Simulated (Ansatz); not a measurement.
A single point on Br₂F₄Ga₂ (`[F][Ga-]1([F])[Br+][Ga-]([F])([F])[Br+]1`).

```yaml
crystal:
  periodic: [false, false, false]
  atoms:
    - {symbol: F, position_ang: [2.606588, -0.919760, 0.942112]}
    - {symbol: Ga, position_ang: [0.939471, -1.224232, 0.571682]}
    - {symbol: F, position_ang: [0.243761, -2.797800, 0.793193]}
    - {symbol: Br, position_ang: [0.456425, -0.437759, -1.687515]}
    - {symbol: Ga, position_ang: [-0.939415, 1.224279, -0.571673]}
    - {symbol: F, position_ang: [-2.606154, 0.916097, -0.940732]}
    - {symbol: F, position_ang: [-0.247118, 2.799129, -0.794768]}
    - {symbol: Br, position_ang: [-0.453558, 0.440047, 1.687700]}
basis:
  gaussian: {orbitals: def2-QZVPP}
correlation: {method: mp2}
```

```sh
$ ansatz run in.yaml --threads 8 --pin off --events-out ev --progress --plain --max-ram 18278MiB
```

Output, abridged:

```
Functional definition: HF
3852 factors; integrals over basis functions are off by at most 6.7e-4 eV
mean field evaluation 1: about -255502.2800 eV, gradient 6.3e1 eV
mean field evaluation 2: about -255502.4939 eV, gradient 6.3e1 eV
mean field evaluation 4: about -255509.1937 eV, gradient 3.7e0 eV
mean field evaluation 8: about -255509.2469 eV, gradient 4.5e-1 eV
mean field evaluation 16: about -255509.2484 eV, gradient 1.9e-6 eV
mean field -255509.24844950 eV, -9389.7916901301 hartree, gradient 1.9e-6 eV, S^2 0.000000; 0 other end points of the search recorded, 0 dependent functions left out
40 core orbitals not correlated: weight in the atoms' cores, before any rotation towards them, 1.000 or more for the frozen orbitals, at most 0.000 for the correlated occupied ones
reference -255509.24844950 eV, -9389.7916901301 hartree; 44, 44 occupied and 500, 500 virtual orbitals, 3852 factors
second order -87.64853920 eV of doubles, -0.00000000 eV of singles
Total energy: -255596.89698870 eV, -9393.0127145354 hartree
```

Hardware: 8 threads of an Arm Neoverse V2 on a shared host. Wall time 49 s, peak host memory 5.4 GiB.
